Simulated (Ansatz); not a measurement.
`CCCC(=O)O` + dimethylamine → `CCCC(=O)N(C)C` + H₂O  (substitution at a C–O bond)

Calculated with Ansatz (gas phase, PBE0-D4/def2-TZVP geometries, no zero-point term in ΔE). CCSD(T)/CBS is the MP2 limit (def2-TZVPP, def2-QZVPP) plus CCSD(T) − MP2 in def2-TZVPP, frozen cores. This one scheme is used for every species. DFT in def2-TZVPP. One conformer a species, not always the lowest.

(1) Is it downhill or uphill in electronic energy at CCSD(T)/CBS, and by how much? (Best estimate.)

(2) What do these levels give: r2SCAN-D4, PBE0-D4, ωB97X-V, ωB97M-V, B2PLYP, PBE, SCS-MP2/def2-TZVPP, CCSD/def2-TZVPP, CCSD(T)/def2-TZVPP, SCS-MP2/def2-QZVPP, MP2/CBS(def2), CCSD/CBS(def2)? (Estimate.)

Largest T1 diagnostic among the species: 0.013.

## Answers

(1) Computed: Downhill: ΔE = -21.9 kJ/mol.

(2) The calculation gave: r2SCAN-D4 -17.1, PBE0-D4 -18.8, ωB97X-V -12.4, ωB97M-V -13.8, B2PLYP -11.8, PBE -11.6, SCS-MP2/def2-TZVPP -15.2, CCSD/def2-TZVPP -13.0, CCSD(T)/def2-TZVPP -17.0, SCS-MP2/def2-QZVPP -18.0, MP2/CBS(def2) -28.0, CCSD/CBS(def2) -17.9 kJ/mol.

In def2-TZVPP, CCSD(T) changes the Hartree–Fock value by −24.7 kJ/mol (the triples alone add −4.0 kJ/mol) and MP2 by −30.9 kJ/mol. The D4 term adds −10.7 kJ/mol with B3LYP and −6.3 kJ/mol with PBE0; it sums over pairs of atoms, weighted by their polarisabilities, and B3LYP, whose exchange is more repulsive, gets the larger term.

B3LYP here is the variant with VWN-RPA as its local correlation; programs differ in this.
